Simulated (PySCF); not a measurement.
C$_{2}$H$_{8}$ClNSi, singlet, geometry from GFN2-xTB. Base run: TPSS/STO-3G run with PySCF.

Input for PySCF:
```python
from pyscf import gto, scf, dft

mol = gto.M(
    atom='''
C     2.862640    0.362066    0.777918
N     1.418761    0.253243    0.771222
C     0.815704    0.758743   -0.450967
Si   -1.082366    0.634187   -0.341854
Cl   -1.575075   -1.317600   -0.190191
H     3.247286   -0.060720    1.704407
H     3.132297    1.418391    0.738038
H     3.343984   -0.147617   -0.071523
H     1.154637   -0.718927    0.903111
H     1.106595    1.808568   -0.545704
H     1.204185    0.249529   -1.351510
H    -1.571007    1.319180    0.848117
H    -1.689972    1.154633   -1.566005
''',
    basis='sto-3g',
    charge=0,
    spin=0,
    verbose=3,
)

mf = dft.RKS(mol)
mf.xc = 'tpss'
mf.kernel()
mf.analyze()
```

The base run was repeated with changes; each row names its change, and settings that it needs were set with it.

```tsv
change	ΔE vs base (mEh)	fitting functions	dipole (D)
base	0.000	-	2.12
auxbasis = def2-svp-ri	(withheld)	(withheld)	(withheld)
auxbasis = even-tempered beta=2.0	-8.599	354	2.13
auxbasis = autoaux	(withheld)	(withheld)	2.13
auxbasis = def2-tzvp-ri	(withheld)	(withheld)	2.12
auxbasis = even-tempered beta=3.0	-30.405	225	2.15
auxbasis = even-tempered beta=1.6	-7.616	497	2.13
auxbasis = cc-pvtz-jkfit	-0.517	719	2.12
auxbasis = def2-universal-jkfit	-2.587	627	2.12
auxbasis = cc-pvqz-jkfit	-0.447	1022	2.12
```

Task: What belongs in the gaps?

Result: 
- auxbasis = def2-svp-ri, ΔE vs base (mEh): -1272.7
- auxbasis = def2-svp-ri, fitting functions: 380
- auxbasis = def2-svp-ri, dipole (D): 2.10
- auxbasis = autoaux, ΔE vs base (mEh): -8.118
- auxbasis = autoaux, fitting functions: 463
- auxbasis = def2-tzvp-ri, ΔE vs base (mEh): -41.635
- auxbasis = def2-tzvp-ri, fitting functions: 574

A fitting set is made for a task (jfit for Coulomb, jkfit for Coulomb and exchange, ri for correlation) and for a family of orbital bases.
